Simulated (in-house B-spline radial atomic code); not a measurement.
Ionising neutral calcium with different functionals

Computed with a B-spline radial code for spherical atoms: non-relativistic Hamiltonian, point nucleus, spin-polarised at highest spin, spherical fractional occupations for the functionals, and exact exchange of hybrids averaged over the configuration. The ionisation energy is the difference of two self-consistent energies, [Ar] 4s2 → [Ar] 4s1, without Breit or QED terms; ε is the level of the shell that loses the electron (its least bound occupied spin orbital).

```csv
method,rung,ΔSCF (eV),-ε(4s) (eV)
PBE0,global hybrid,5.99,4.32
B3LYP,global hybrid,6.14,4.19
TPSSh,global hybrid,5.97,4.00
M06-2X,global hybrid,6.28,4.91
BHandHLYP,global hybrid,5.96,4.73
r2SCAN0,global hybrid,5.84,4.34
B97-1,global hybrid,6.18,4.14
HSE06,range-separated hybrid,6.00,3.97
wB97X,range-separated hybrid,6.19,5.91
CAM-B3LYP,range-separated hybrid,6.08,5.15
LC-wPBE,range-separated hybrid,5.84,5.95
```

Among the functionals, which spreads more, the ΔSCF values or the orbital energies?

The orbital energies: ΔSCF values span about 0.44 eV and the orbital energies 1.99 eV; here energy differences depend much less on the functional than eigenvalues do.

How do they compare with the NIST value?

NIST lists 6.113 eV (measured, ground level to ground level). Errors run from -0.28 to +0.16 eV; B3LYP is closest (+0.03 eV), but part of that can be cancellation, since the calculations leave out relativity, Breit-QED terms.
